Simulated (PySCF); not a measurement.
Selenium: a sound run and one with changed settings

Sound run: Se [Ar] 3d10 4s2 4p4, Se⁺ [Ar] 3d10 4s2 4p3. Computed with PySCF 2.14 in cc-pVTZ-PP with ECP10MDF (5s4p3d1f, 39 functions), with a scalar-relativistic core potential. The sound run starts from symmetry-adapted Hartree-Fock orbitals and uses a fine grid where one is needed.

A second run was set up differently.

| species | method | sound run (hartree) | changed run (hartree) | converged |
| --- | --- | --- | --- | --- |
| Se | UHF | -371.86220 | -371.86220 | yes |
| Se | LDA | -372.57478 | -372.57476 | yes |
| Se | PBE | -373.12122 | -373.12101 | yes |
| Se⁺ | UHF | -371.54804 | -371.54804 | yes |
| Se⁺ | LDA | -372.21273 | -372.21272 | yes |
| Se⁺ | PBE | -372.76838 | -372.76837 | yes |

Ionisation energy of Se:

```
method  sound run (eV)  changed run (eV)
   UHF           8.549             8.549
   LDA           9.852             9.852
   PBE           9.601             9.596
```

Q: What was changed?
A. radial grid too coarse
B. level shift left on
C. all electrons correlated in a valence basis
D. a valence shell is frozen

A: A. It used radial step 0.3 in ln r (0.13 in the sound run). A coarse radial grid mis-integrates the density and the exchange-correlation energy, with errors of either sign; Hartree-Fock needs no grid.
